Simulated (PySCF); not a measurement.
CH₂FNOSi. Atoms are numbered in the order given.

```xyz
7

Si    -0.4810    -1.1670     0.0000
F      0.9578    -1.9132     0.0000
N     -0.2201     0.5238     0.0000
C      0.0195     1.7005     0.0000
O      0.2424     2.8480     0.0000
H     -1.2009    -1.5488    -1.2351
H     -1.2009    -1.5488     1.2351
```
Charge 0, spin multiplicity 1.

Geometry optimised at B3LYP-D3(BJ)/def2-SVP. One conformer was computed; it need not be the lowest.

The numbers are results of PySCF with PBE0/def2-TZVP, not measurements.

ESP charges are fitted to the potential on shells at 1.4 to 2.0 van der Waals radii. Atomic charges (e):

```json
[
 {"atom": "Si1", "Löwdin": "0.15", "ESP fit": "0.56"},
 {"atom": "F2", "Löwdin": "-0.01", "ESP fit": "-0.24"},
 {"atom": "N3", "Löwdin": "0.06", "ESP fit": "-0.43"},
 {"atom": "C4", "Löwdin": "-0.33", "ESP fit": "0.58"},
 {"atom": "O5", "Löwdin": "0.19", "ESP fit": "-0.35"},
 {"atom": "H6", "Löwdin": "-0.04", "ESP fit": "-0.06"},
 {"atom": "H7", "Löwdin": "-0.04", "ESP fit": "-0.06"}
]
```

Task: Give the Mayer and Wiberg (Löwdin basis) orders of the bonds. (An estimate is asked for; the answer gives what the named calculation found.)

Result: 
```tsv
bond	Mayer	Wiberg
Si1–F2	1.11	1.71
Si1–N3	1.11	1.34
N3–C4	2.03	2.47
C4–O5	2.12	2.85
Si1–H6	0.94	0.94
Si1–H7	0.94	0.94
```
